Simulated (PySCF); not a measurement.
## Correlation energy of Cl⁺ (chlorine, charge +1)

[Ne] 3s2 3p3 4s1, 4s spin antiparallel (an excited configuration). All numbers are calculated (PySCF 2.14, the non-relativistic Hamiltonian (point nucleus), in aug-cc-pwCVTZ (8s7p5d3f, 75 functions)). Frozen: 1s2; 14 electrons correlated.

MP2 pair energies summed by pair of shells (mhartree):

```
 pair   energy  share (%)
2p-2p  -167.78       43.3
3s-3p   -64.95       16.7
2s-2p   -40.72       10.5
2p-3p   -26.93        6.9
3p-3p   -22.60        5.8
2p-3s   -20.91        5.4
3p-4s   -11.88        3.1
3s-3s   -10.43        2.7
2s-2s    -8.13        2.1
3s-4s    -4.57        1.2
2s-3p    -4.22        1.1
2s-3s    -3.14        0.8
2p-4s    -1.40        0.4
2s-4s    -0.17        0.0
```

Total MP2 correlation energy: -387.83 mhartree.

Same-spin part -110.41 and opposite-spin part -277.42 mhartree; SCS-MP2 scales them by 1/3 and 6/5 to -369.71 mhartree.
